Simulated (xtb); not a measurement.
C2H5FOSi2, SMILES [SiH2]1[SiH2]C(F)=CO1. All values are semi-empirical tight-binding results from xtb (GFN2-xTB unless named), good for trends rather than for accurate numbers. Geometry optimised at GFN2-xTB. This is a generated structure with no PubChem entry under its InChIKey; it may be hypothetical.

Computed properties:
```yaml
point_group_as_xtb_finds_it: Cs
orbital_gap: 3.75 eV
dipole_moment: 2.56 D
zero_point_energy: 38.0 kcal/mol
G − E(el) at 298.15 K (modified RRHO): 18.3 kcal/mol
static polarisability (D4 model): 81.7 bohr³
solvation energy, GFN2-xTB/ALPB(water): -1.2 kcal/mol
solvation energy, GFN2-xTB/ALPB(thf): -4.2 kcal/mol
```
